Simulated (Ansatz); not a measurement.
Input file:

```yaml
crystal:
  periodic: [false, false, false]
  atoms:
    - { symbol: Si, position_ang: [0.0, 0.0, 0.0] }
    - { symbol: O, position_ang: [1.0382, 0.0, 1.5673] }
    - { symbol: C, position_ang: [-0.073, -0.3437, 2.3817] }
    - { symbol: H, position_ang: [-0.7757, -0.9775, 1.8015] }
    - { symbol: H, position_ang: [0.2798, -0.9037, 3.2728] }
    - { symbol: H, position_ang: [-0.593, 0.5809, 2.7085] }
    - { symbol: H, position_ang: [1.629, 0.0, 0.3193] }
    - { symbol: H, position_ang: [-0.6877, 1.1914, -0.4862] }
    - { symbol: F, position_ang: [-0.7489, -1.2974, -0.5295] }
basis:
  gaussian: { orbitals: def2-SVP }
hamiltonian:
  xc: hf
relax:
  f_tol: 0.15
  max_steps: 25
  restrain:
    - { distance: [1, 6], at: 1.01, k: 30.0 }
    - { distance: [0, 1], at: 2.88, k: 30.0 }
    - { distance: [0, 6], at: 2.66, k: 30.0 }
output:
  orbitals: {}
```

Run as:

```bash
$ ansatz run input.yaml --threads 1 --pin off --max-ram 2048MiB --backend cpu --events-out ev --progress --plain --runs-dir out
```

Hardware: 1 thread of Arm Neoverse V2, on a shared host.

Q: Roughly how long does this run take, and how much memory?

A: 21 s, with a peak of 0.14 GiB, for 13 ionic steps.
